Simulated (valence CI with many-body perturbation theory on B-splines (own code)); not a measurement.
# E1 line list for In XXXIV

Calculated by valence CI with perturbative core correlation (CI+MBPT): six valence electrons over a frozen Dirac-Fock core [Ne], radial functions for each j: 9 s, 9 p, 8 d, 6 f, 3 g, 1 h, with the one-electron correlation potential Σ1 (screened to all orders), the two-electron term Σ2, the three-electron term Σ3, Breit, model QED; selected single and double excitations, second order for the rest, scaled by the run's own slope (own B-spline code, finite nucleus).

No measured spectrum was set against this ion. As an estimate, large intervals hold to a few tenths of a per cent, small ones and those within an open d or f shell to about a per cent. Among the levels kept, up to 1600 cm⁻¹ of a level comes from second order outside the variational space, and about a tenth of that is noise between levels of different J, which matters for small intervals.

Lines 51 to 90 of 90 in falling wavelength, among levels below 1845800 cm⁻¹, chosen from the strongest by gf and those to the six lowest levels. Wavelengths and rates use the calculated energies. Electric multipoles are in the length gauge, E1 and E2 with the static RPA response of the core. Weak lines are less certain than strong ones. Lines between different terms over intervals too small for the method are left out, as are lines whose strength nearly cancels. The highest levels of a list are the least certain.

Levels are named by their leading jj configuration (3d3/2^4 stands for four electrons in 3d with j = 3/2), which in mixed levels can hold well under half, so a name can repeat and another be missing. Letters in brackets count levels of one name in rising energy.

```
λ vac (Å)                               Upper                       Lower   A (s⁻¹)  S (a.u.) with core polarisation  S without
    76.99  (3s^2 3p1/2 3p3/2^2 3d3/2) J=2 [c]    (3s^2 3p1/2 3p3/2^3) J=1  2.04e+10                         2.29e-02   2.34e-02
    76.94  (3s^2 3p1/2 3p3/2^2 3d5/2) J=3 [b]    (3s^2 3p1/2 3p3/2^3) J=2  2.74e+09                         4.31e-03   4.40e-03
    76.54  (3s^2 3p1/2 3p3/2^2 3d3/2) J=1 [c]    (3s^2 3p1/2 3p3/2^3) J=2  6.07e+08                         4.03e-04   4.13e-04
    76.15      (3s^2 3p1/2^2 3p3/2 3d5/2) J=3  (3s^2 3p1/2^2 3p3/2^2) J=2  5.93e+10                         9.05e-02   9.22e-02
    76.04  (3s^2 3p1/2 3p3/2^2 3d5/2) J=2 [b]    (3s^2 3p1/2 3p3/2^3) J=2  4.04e+10                         4.39e-02   4.47e-02
    75.98  (3s^2 3p1/2 3p3/2^2 3d5/2) J=2 [a]    (3s^2 3p1/2 3p3/2^3) J=1  4.37e+08                         4.73e-04   4.81e-04
    75.29  (3s^2 3p1/2 3p3/2^2 3d5/2) J=0 [b]    (3s^2 3p1/2 3p3/2^3) J=1  8.38e+10                         1.77e-02   1.80e-02
    74.34  (3s^2 3p1/2 3p3/2^2 3d5/2) J=3 [c]    (3s^2 3p1/2 3p3/2^3) J=2  7.84e+10                         1.11e-01   1.13e-01
    73.70  (3s^2 3p1/2 3p3/2^2 3d3/2) J=1 [c]    (3s^2 3p1/2 3p3/2^3) J=1  5.51e+10                         3.27e-02   3.33e-02
    73.68  (3s^2 3p1/2 3p3/2^2 3d3/2) J=1 [a]  (3s^2 3p1/2^2 3p3/2^2) J=0  1.14e+10                         6.73e-03   6.87e-03
    73.43  (3s^2 3p1/2 3p3/2^2 3d3/2) J=1 [d]    (3s^2 3p1/2 3p3/2^3) J=2  3.86e+10                         2.27e-02   2.31e-02
    73.24  (3s^2 3p1/2 3p3/2^2 3d5/2) J=2 [b]    (3s^2 3p1/2 3p3/2^3) J=1  3.93e+10                         3.81e-02   3.88e-02
    72.55      (3s^2 3p1/2^2 3p3/2 3d5/2) J=1  (3s^2 3p1/2^2 3p3/2^2) J=2  1.69e+08                         9.53e-05   9.84e-05
    71.12  (3s^2 3p1/2 3p3/2^2 3d5/2) J=2 [c]    (3s^2 3p1/2 3p3/2^3) J=2  1.24e+11                         1.10e-01   1.12e-01
    70.81  (3s^2 3p1/2 3p3/2^2 3d3/2) J=1 [d]    (3s^2 3p1/2 3p3/2^3) J=1  1.33e+10                         6.98e-03   7.12e-03
    70.70  (3s^2 3p1/2 3p3/2^2 3d5/2) J=1 [b]    (3s^2 3p1/2 3p3/2^3) J=2  2.82e+11                         1.48e-01   1.51e-01
    69.27  (3s^2 3p1/2 3p3/2^2 3d3/2) J=2 [a]  (3s^2 3p1/2^2 3p3/2^2) J=2  3.92e+09                         3.22e-03   3.28e-03
    69.20  (3s^2 3p1/2 3p3/2^2 3d3/2) J=1 [a]  (3s^2 3p1/2^2 3p3/2^2) J=2  5.26e+09                         2.58e-03   2.63e-03
    68.89  (3s^2 3p1/2 3p3/2^2 3d5/2) J=1 [a]  (3s^2 3p1/2^2 3p3/2^2) J=0  4.26e+09                         2.06e-03   2.10e-03
    68.66  (3s^2 3p1/2 3p3/2^2 3d5/2) J=2 [c]    (3s^2 3p1/2 3p3/2^3) J=1  2.02e+11                         1.62e-01   1.65e-01
    68.27  (3s^2 3p1/2 3p3/2^2 3d5/2) J=1 [b]    (3s^2 3p1/2 3p3/2^3) J=1  5.49e+10                         2.59e-02   2.64e-02
    67.82  (3s^2 3p1/2 3p3/2^2 3d3/2) J=3 [a]  (3s^2 3p1/2^2 3p3/2^2) J=2  3.67e+09                         3.95e-03   4.03e-03
    65.49  (3s^2 3p1/2 3p3/2^2 3d5/2) J=3 [a]  (3s^2 3p1/2^2 3p3/2^2) J=2  3.75e+09                         3.64e-03   3.71e-03
    64.96  (3s^2 3p1/2 3p3/2^2 3d5/2) J=1 [a]  (3s^2 3p1/2^2 3p3/2^2) J=2  1.80e+09                         7.32e-04   7.47e-04
    63.43  (3s^2 3p1/2 3p3/2^2 3d3/2) J=1 [b]  (3s^2 3p1/2^2 3p3/2^2) J=0  7.42e+08                         2.81e-04   2.85e-04
    63.34  (3s^2 3p1/2 3p3/2^2 3d3/2) J=2 [b]  (3s^2 3p1/2^2 3p3/2^2) J=2  3.10e+10                         1.95e-02   1.99e-02
    60.66  (3s^2 3p1/2 3p3/2^2 3d3/2) J=1 [c]  (3s^2 3p1/2^2 3p3/2^2) J=0  1.34e+11                         4.43e-02   4.52e-02
    60.08  (3s^2 3p1/2 3p3/2^2 3d3/2) J=1 [b]  (3s^2 3p1/2^2 3p3/2^2) J=2  2.84e+11                         9.14e-02   9.32e-02
    59.58  (3s^2 3p1/2 3p3/2^2 3d3/2) J=2 [c]  (3s^2 3p1/2^2 3p3/2^2) J=2  4.00e+11                         2.09e-01   2.13e-01
    59.53  (3s^2 3p1/2 3p3/2^2 3d3/2) J=3 [b]  (3s^2 3p1/2^2 3p3/2^2) J=2  4.15e+11                         3.03e-01   3.09e-01
    58.97  (3s^2 3p1/2 3p3/2^2 3d5/2) J=2 [a]  (3s^2 3p1/2^2 3p3/2^2) J=2  1.92e+10                         9.71e-03   9.91e-03
    58.69  (3s^2 3p1/2 3p3/2^2 3d3/2) J=1 [d]  (3s^2 3p1/2^2 3p3/2^2) J=0  3.38e+11                         1.01e-01   1.03e-01
    57.82  (3s^2 3p1/2 3p3/2^2 3d5/2) J=3 [b]  (3s^2 3p1/2^2 3p3/2^2) J=2  8.37e+08                         5.59e-04   5.70e-04
    57.59  (3s^2 3p1/2 3p3/2^2 3d3/2) J=1 [c]  (3s^2 3p1/2^2 3p3/2^2) J=2  2.76e+11                         7.80e-02   7.96e-02
    57.31  (3s^2 3p1/2 3p3/2^2 3d5/2) J=2 [b]  (3s^2 3p1/2^2 3p3/2^2) J=2  7.10e+10                         3.30e-02   3.36e-02
    56.93  (3s^2 3p1/2 3p3/2^2 3d5/2) J=1 [b]  (3s^2 3p1/2^2 3p3/2^2) J=0  2.82e+10                         7.71e-03   7.87e-03
    56.34  (3s^2 3p1/2 3p3/2^2 3d5/2) J=3 [c]  (3s^2 3p1/2^2 3p3/2^2) J=2  4.98e+10                         3.07e-02   3.14e-02
    55.81  (3s^2 3p1/2 3p3/2^2 3d3/2) J=1 [d]  (3s^2 3p1/2^2 3p3/2^2) J=2  9.99e+09                         2.57e-03   2.62e-03
    54.47  (3s^2 3p1/2 3p3/2^2 3d5/2) J=2 [c]  (3s^2 3p1/2^2 3p3/2^2) J=2  1.44e+10                         5.74e-03   5.86e-03
    54.22  (3s^2 3p1/2 3p3/2^2 3d5/2) J=1 [b]  (3s^2 3p1/2^2 3p3/2^2) J=2  3.11e+07                         7.33e-06   7.60e-06
```
